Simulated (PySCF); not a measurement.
Gas-phase XPS of B(NCO)3, computed

Species: B(NCO)3, C3BN3O3.
Cartesian coordinates in Å at the PBE0-D3(BJ)/def2-SVP level; atoms count from 1:
```xyz
10
C3BN3O3 angstrom
B      0.0207   -0.0349    0.0069
N      1.4276    0.1532   -0.0132
C      2.6159    0.0003   -0.0306
O      3.7758   -0.0989   -0.0479
N     -0.8477    1.0901    0.0010
C     -1.2471    2.2207   -0.0194
O     -1.6877    3.2978   -0.0369
N     -0.5220   -1.3475    0.0362
C     -1.3334   -2.2313    0.0478
O     -2.0772   -3.1262    0.0605
```

Theory: PySCF 2.14.0, delta-SCF UKS SCAN, pcX-2 on the ionised atom, pcseg-1 elsewhere, spin-free X2C. Each binding energy is the total energy of the core-ionised species, with the hole localised on one atom, minus that of the ground state; both are solved self-consistently, so orbital relaxation is included.

Task: What binding energy does each computed site have?

Result: 
```json
{"atom(s)": "B1", "environment": "boron bonded to 3 N", "level": "B 1s", "binding energy (eV)": "199.14", "count": "1"}
{"atom(s)": "C3/C6/C9", "environment": "carbon bonded to N and O", "level": "C 1s", "binding energy (eV)": "295.52", "count": "3"}
{"atom(s)": "N2/N5/N8", "environment": "nitrogen bonded to B and C", "level": "N 1s", "binding energy (eV)": "406.14", "count": "3"}
{"atom(s)": "O4/O7/O10", "environment": "oxygen bonded to C", "level": "O 1s", "binding energy (eV)": "539.85", "count": "3"}
```

Task: Which photon wavelength matches the N 1s of N2 (atom 2)/N5/N8 threshold?

Result: λ = hc/E = 12398.42 eV Å / 406.14 eV = 30.527 Å.

Topologically equivalent atoms share the value of their first member; where this conformer doesn't relate them by symmetry, their own values could differ. One conformer (not necessarily the lowest) at the PBE0-D3(BJ)/def2-SVP geometry, without solvent, vibrations or thermal averaging.
